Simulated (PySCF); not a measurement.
Continuum solvent and chemical shifts

Geometry (Å), atoms numbered from 1 in this order:
```xyz
24

C     2.7673   -1.4021   -0.0190
C     1.6083   -0.4621   -0.0661
C     1.6929    0.7556   -0.6382
C     0.5658    1.7007   -0.6692
O     0.6444    2.7712   -1.2364
C    -0.6785    1.2832    0.0865
C    -0.9340   -0.2282    0.0725
C    -1.2602   -0.6892   -1.3511
C    -2.1063   -0.5655    0.9907
C     0.3339   -0.9317    0.5774
H     3.6766   -0.9595   -0.4472
H     2.9789   -1.7038    1.0209
H     2.5336   -2.3295   -0.5689
H     2.6157    1.1007   -1.1130
H    -0.5398    1.6211    1.1307
H    -1.5303    1.8492   -0.3197
H    -0.4350   -0.4833   -2.0492
H    -2.1559   -0.1730   -1.7297
H    -1.4609   -1.7720   -1.3741
H    -3.0289   -0.0730    0.6463
H    -2.2925   -1.6513    1.0113
H    -1.9130   -0.2351    2.0237
H     0.4308   -0.7767    1.6697
H     0.2359   -2.0237    0.4476
```

GIAO PBE0/pcSseg-1 in PySCF on one PBE0-D3(BJ)/def2-SVP conformer, non-relativistic, equivalent nuclei averaged. Solvents enter as an IEF-PCM continuum (benzene with ε = 2.3, chloroform with ε = 4.7, acetonitrile with ε = 35.7) around the gas-phase geometry. Shifts are referred to TMS computed in the same medium.

Gas phase, δ in ppm: C4 198.9, C2 165.2, C3 133.4, C6 52.6, C10 47.0, C7 33.7, C8/C9 29.6, C1 27.1, H14 5.99, H11/H12/H13 1.97, H15/H16 1.93, H23/H24 1.86, H17/H18/H19/H20/H21/H22 0.97. Dipole moment 4.33 D.

**Question.** How does each δ change in the continuum?

**Answer.** 
```json
{"atoms": "C4", "environment": "ketone carbonyl carbon", "Δδ, benzene": "+3.2", "Δδ, chloroform": "+5.0", "Δδ, acetonitrile": "+6.9"}
{"atoms": "C2", "environment": "β carbon of a C=C–C=O unit", "Δδ, benzene": "+4.9", "Δδ, chloroform": "+8.0", "Δδ, acetonitrile": "+11.4"}
{"atoms": "C3", "environment": "α carbon of a C=C–C=O unit", "Δδ, benzene": "-0.6", "Δδ, chloroform": "-1.1", "Δδ, acetonitrile": "-1.6"}
{"atoms": "C6", "environment": "sp3 CH2 α to a carbonyl", "Δδ, benzene": "+0.6", "Δδ, chloroform": "+1.0", "Δδ, acetonitrile": "+1.4"}
{"atoms": "C10", "environment": "allylic sp3 CH2", "Δδ, benzene": "+0.4", "Δδ, chloroform": "+0.7", "Δδ, acetonitrile": "+0.9"}
{"atoms": "C7", "environment": "quaternary sp3 carbon in a ring", "Δδ, benzene": "+0.7", "Δδ, chloroform": "+1.2", "Δδ, acetonitrile": "+1.6"}
{"atoms": "C8/C9", "environment": "methyl carbon", "Δδ, benzene": "+0.1", "Δδ, chloroform": "+0.1", "Δδ, acetonitrile": "+0.1"}
{"atoms": "C1", "environment": "allylic methyl carbon", "Δδ, benzene": "+0.4", "Δδ, chloroform": "+0.7", "Δδ, acetonitrile": "+1.0"}
{"atoms": "H14", "environment": "hydrogen on an α carbon of a C=C–C=O unit", "Δδ, benzene": "+0.01", "Δδ, chloroform": "0.00", "Δδ, acetonitrile": "-0.02"}
{"atoms": "H11/H12/H13", "environment": "hydrogen on an allylic methyl carbon", "Δδ, benzene": "+0.07", "Δδ, chloroform": "+0.12", "Δδ, acetonitrile": "+0.16"}
{"atoms": "H15/H16", "environment": "hydrogen on an sp3 CH2 α to a carbonyl", "Δδ, benzene": "+0.04", "Δδ, chloroform": "+0.06", "Δδ, acetonitrile": "+0.08"}
{"atoms": "H23/H24", "environment": "hydrogen on an allylic sp3 CH2", "Δδ, benzene": "+0.11", "Δδ, chloroform": "+0.18", "Δδ, acetonitrile": "+0.28"}
{"atoms": "H17/H18/H19/H20/H21/H22", "environment": "hydrogen on a methyl carbon", "Δδ, benzene": "+0.01", "Δδ, chloroform": "+0.01", "Δδ, acetonitrile": "+0.01"}
```

Changes are relative to the gas phase. The dipole moment becomes 5.05 D in benzene, 5.51 D in chloroform, 6.03 D in acetonitrile.

**Question.** Which nuclei move most (in ppm), and what does the model miss?

**Answer.** C2 (β carbon of a C=C–C=O unit, +11.4 ppm) in acetonitrile. A continuum only polarises the solute; specific hydrogen bonds, the anisotropy of aromatic solvents and changes of geometry or conformer are outside it.
